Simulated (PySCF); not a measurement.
Job for PySCF: R-B3LYP/6-31G* on GeH4 (SMILES [GeH4]) with ghost functions, monomers drawn apart or pushed together.

```python
from pyscf import gto, scf, dft, mp
from pyscf.data.elements import chemcore

mol = gto.M(
    atom='''
    Ge   -0.15445395    0.14853706   -0.24637723
    H    -0.50518300   -0.05966162   -1.72772934
    H     0.41996131   -1.15308113    0.33115045
    H    -1.42203654    0.53481203    0.52928761
    H     0.88635996    1.27008888   -0.11978313
    ghost-C    0.66850994    0.38733001    5.00886694
    ghost-C   -0.27912630   -0.76126096    5.34162138
    ghost-H    1.11801818    0.80581890    5.91141059
    ghost-H    0.14638525    1.19781670    4.49664913
    ghost-H    1.48215456    0.05640556    4.36048512
    ghost-H    0.24372953   -1.57032731    5.85524593
    ghost-H   -0.72804431   -1.18014642    4.43931320
    ghost-H   -1.09213933   -0.42928638    5.99017279
    ''',
    basis='6-31g*',
    cart=True,
    charge=0, spin=0, verbose=3, max_memory=1800)
mf = dft.RKS(mol, xc='b3lyp')
mf.conv_tol = 1e-8
mf.max_cycle = 100
mf.kernel()
if not mf.converged:
    mf = mf.newton().run(mf.mo_coeff, mf.mo_occ)
```

Program output:

```
converged SCF energy = -2079.15325808712
```

The run converged.

Cost: about 5 core-seconds (a rough figure).
